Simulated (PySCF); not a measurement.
Isomers of C6H5NO, one GFN2-xTB conformer each. Single-point energies are computed at PBE0/pcSseg-1 (PySCF, gas phase, no added dispersion term), electronic only.

Question: Rank them by PBE0/pcSseg-1 energy, lowest first (kJ/mol).
A. `[O:1]=[CH:2][c:3]1[cH:4][cH:5][cH:6][cH:7][n:8]1` with O1–C2–C3–C4 0°
B. `[O:1]=[CH:2][c:3]1[cH:4][cH:5][n:6][cH:7][cH:8]1` with O1–C2–C3–C4 180° (4-pyridine carbaldehyde)
C. `[O:1]=[N:2][c:3]1[cH:4][cH:5][cH:6][cH:7][cH:8]1` with O1–N2–C3–C4 180° (nitrosobenzene)

Answer: A (0.0), B (10.4), C (185.4).

As drawn, the lowest has a C=O bond, which the highest lacks; the highest has an N–O linkage, which the lowest lacks. Neighbours about 10 kJ/mol apart or less (O=Cc1ccccn1 and O=Cc1ccncc1) can change places with a better method, another conformer or zero-point energy. GFN2-xTB itself gives, in the same order: 0.0, 2.6, 203.6. Both levels put the same isomer lowest; measured from each level's own lowest isomer, the values differ by up to 18.2 kJ/mol (O=Nc1ccccc1: 203.6 against 185.4).

Question: Which frontier levels, dipoles and rotational constants go with these structures?

Answer: 
```
     SMILES  HOMO (eV, PBE0/pcSseg-1)  LUMO (eV)  dipole (D)     A, B, C (MHz)
O=Cc1ccccn1                     -7.56      -2.19        3.79  5457, 1630, 1255
O=Cc1ccncc1                     -7.78      -2.44        1.75  5590, 1576, 1230
O=Nc1ccccc1                     -6.48      -2.93        4.12  5328, 1651, 1260
```
